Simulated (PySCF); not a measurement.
Compound: CH₁₀O₂Si₃.
Geometry (GFN2-xTB, Å), atoms numbered from 1 in this order:
```xyz
16
CH10O2Si3 angstrom
Si     2.2522   -0.2255   -1.0468
C      1.2607   -0.5948    0.5366
O      0.8552    0.6620    1.0451
Si    -0.5765    1.0919    1.6562
O     -1.8001    0.4854    0.7784
Si    -2.4547   -0.2831   -0.4825
H      3.4130    0.5879   -0.6871
H      2.6800   -1.5008   -1.6309
H      1.3917    0.4989   -1.9807
H      1.8558   -1.1019    1.3024
H      0.3853   -1.2210    0.3377
H     -0.8261    0.5534    2.9900
H     -0.5333    2.5326    1.4994
H     -1.5414   -0.2440   -1.6271
H     -2.6721   -1.6654   -0.0514
H     -3.6973    0.4336   -0.7517
```

Theory: TDDFT PBE0/def2-SVPD, vertical, gas phase, core orbitals frozen in the response (PySCF).

Transition dipole moments from the ground state, in atomic units and in the frame of the coordinates above (overall signs are arbitrary), for the states with f of 0.002 or more among the lowest 7:

```json
{"state": "S1", "E (hartree)": "0.2463", "μx": "-0.244", "μy": "-0.233", "μz": "0.250"}
{"state": "S2", "E (hartree)": "0.2626", "μx": "0.102", "μy": "-0.153", "μz": "0.076"}
{"state": "S3", "E (hartree)": "0.2681", "μx": "-0.216", "μy": "0.183", "μz": "0.088"}
{"state": "S4", "E (hartree)": "0.2728", "μx": "-0.112", "μy": "-0.071", "μz": "-0.054"}
{"state": "S5", "E (hartree)": "0.2739", "μx": "-0.135", "μy": "0.119", "μz": "-0.145"}
{"state": "S6", "E (hartree)": "0.2876", "μx": "-0.039", "μy": "0.090", "μz": "0.051"}
{"state": "S7", "E (hartree)": "0.2904", "μx": "-0.392", "μy": "-0.121", "μz": "0.627"}
```

**Question.** Work out the oscillator strengths.

**Answer.** f = (2/3) ΔE |μ|² with ΔE in hartree (27.2114 eV).

```tsv
state	|μ|² (au)	|μ| (D)	f
S1	0.176	1.07	0.029
S2	0.040	0.51	0.007
S3	0.088	0.75	0.016
S4	0.020	0.36	0.004
S5	0.053	0.59	0.010
S6	0.012	0.28	0.002
S7	0.561	1.90	0.109
```

**Question.** Which bond between heavy atoms lies closest to the direction of the S7 transition dipole?

**Answer.** Si1–C2, at 2° from it; next O3–Si4 at 42°.

**Question.** What angle do the transition dipoles of S1 and S7 make?

**Answer.** |cos θ| = |μa·μb| / (|μa| |μb|) = 0.89, so θ ≈ 27° (taken between 0 and 90°, since the signs are arbitrary).

**Question.** How is the summed strength of these states shared among x, y and z?

**Answer.** (2/3) Σ ΔE μα² gives 0.056 for x, 0.027 for y and 0.094 for z, 0.176 in all.

**Question.** What peak molar absorption coefficient would the strongest computed level give as a lone Gaussian band 0.5 eV wide at half height?

**Answer.** ε(max) = 2.175×10⁸ f / FWHM, with the width in cm⁻¹. S7: 2.175×10⁸ × 0.1087 / 4033 ≈ 5900 L mol⁻¹ cm⁻¹.

One conformer stands for the species.
